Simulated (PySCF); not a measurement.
# Working out the ionisation energy of Ga

Ga [Ar] 3d10 4s2 4p1 (2P) → Ga⁺ [Ar] 3d10 4s2 (1S). Calculation: PySCF 2.14, in cc-pVDZ-PP with ECP10MDF; a scalar-relativistic core potential. Frozen: 3s2 3p6 3d10. Energies in hartree (1 hartree = 27.21139 eV):

| part | Ga (lower) | Ga⁺ (upper) |
| --- | --- | --- |
| UHF | -258.290772 | -258.088103 |
| CCSD correlation | -0.043040 | -0.035254 |
| (T) | -0.000468 | 0.000000 |

Task: What does Hartree-Fock give?

Result: (-258.088103) − (-258.290772) = 0.202669 hartree = 5.515 eV.

Task: What do CCSD and CCSD(T) give?

Result: The CCSD correlation energies differ by 0.007786 hartree = 0.212 eV and the triples by 0.000468 hartree = 0.013 eV, so CCSD gives 5.727 eV and CCSD(T) 5.740 eV.

Measured between the centres of the two terms (NIST): 5.931 eV, so CCSD(T) (valence) is off by -0.191 eV.

A double-zeta basis recovers only part of the correlation energy.

What remains against the reference includes basis incompleteness, the frozen core and higher excitations.
